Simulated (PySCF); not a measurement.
## Worked example: oscillator strength and radiative lifetime

C2H6ClIn, SMILES [InH]([Cl])[CH2]C.

Geometry: B3LYP-D3(BJ)/def2-SVP. The structure was generated by enumeration; whether it is a known compound was not checked. The def2 effective core potentials stand for the cores of In; spin–orbit coupling is left out. One conformer was computed; it need not be the lowest.

TDDFT-PBE/def2-SVPD run with PySCF 2.14.0 puts the first singlet state with f over 0.02 at 5.01 eV (vertical), with the transition dipole (0.289, 0.304, 0.000) in atomic units.

Task: Find the oscillator strength, the wavelength and the radiative lifetime that this transition would have in vacuum if emission retraced absorption.

Result: 
|μ|² = 0.1759 au, so |μ| = 1.07 D. ΔE = 5.01/27.211 = 0.1841 hartree. f = (2/3) ΔE |μ|² = 0.022 (the program prints 0.022).
λ = 1239.84/5.01 = 247 nm; ν = 40408 cm⁻¹.
Einstein's coefficient A = 0.6670 ν² f s⁻¹ (ν in cm⁻¹) = 2.4e7 s⁻¹, so τ = 1/A = 43 ns. This state is S3; the lower singlets have f = 0.000, 0.001. The figure is the radiative limit of this one transition; relaxation, internal conversion, crossing to triplets and a medium change what is measured.
